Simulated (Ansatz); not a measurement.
Calculated with Ansatz (gas phase, PBE0-D4/def2-TZVP geometries, no zero-point term in ΔE). CCSD(T)/CBS adds triple-zeta CCSD(T) − MP2 to the extrapolated MP2 energy (def2 sets, frozen cores). For Br, Ga outer-core shells are correlated without core-valence functions, which leaves a few kJ/mol of doubt a bond. Scalar relativity is left out up to krypton. One conformer a species, not always the lowest.

`[SiH]Br` + `[SH][GaH][SH]` → `S[Si]Br` + `[SH][GaH2]`  (redistribution)

`[SiH]Br`:

Z-matrix (Å, degrees):
```
Si
Br 1 2.245
H 1 1.527 2 94.0
```

`[SH][GaH][SH]`:

```xyz
6

S     0.542   -1.721    0.655
Ga    0.419    0.472    0.607
S    -0.748    1.489   -0.953
H    -0.230   -1.911   -0.428
H     1.161    1.310    1.684
H    -1.143    0.361   -1.566
```

`S[Si]Br`:

Z-matrix (Å, degrees):
```
S
Si 1 2.132
H 1 1.347 2 93.1
Br 2 2.258 1 97.0 3 -180.0
```

`[SH][GaH2]`:

Cartesian coordinates in Å:
```
S -0.297 -1.548 -0.255
Ga 0.135 0.491 0.444
H -0.383 -1.212 -1.553
H 0.330 0.638 1.983
H 0.215 1.631 -0.619
```

```json
{"species": "`[SiH]Br`", "CCSD(T)/CBS(def2) energy (Eh)": "-2862.97869"}
{"species": "`[SH][GaH][SH]`", "CCSD(T)/CBS(def2) energy (Eh)": "-2721.36398"}
{"species": "`S[Si]Br`", "CCSD(T)/CBS(def2) energy (Eh)": "-3260.81547"}
{"species": "`[SH][GaH2]`", "CCSD(T)/CBS(def2) energy (Eh)": "-2323.53734"}
```

Work out ΔE.

ΔE = (-3260.81547) + (-2323.53734) − (-2862.97869) − (-2721.36398) = -0.01014 Eh = -26.6 kJ/mol.

What do rigid-rotor, harmonic-oscillator terms from PBE0-D4/def2-TZVP frequencies (298.15 K, 1 bar) make of the CCSD(T)/CBS value? (Best estimate.)

Ansatz gave: ΔZPE = +2.0 kJ/mol, ΔH = -25.9 kJ/mol, ΔS = 2 J/(mol·K), ΔG = -26.3 kJ/mol.

Largest T1 diagnostic among the species: 0.013.

At CCSD(T), def2-SVP lies +9.9 kJ/mol from the extrapolated value and def2-TZVPP +3.8 kJ/mol. From PBE to PBE0 (25 % exact exchange), in def2-TZVPP and without D4, ΔE moves by +5.0 kJ/mol. In def2-TZVPP, CCSD(T) changes the Hartree–Fock value by −9.8 kJ/mol (the triples alone add −3.2 kJ/mol) and MP2 by −14.9 kJ/mol.
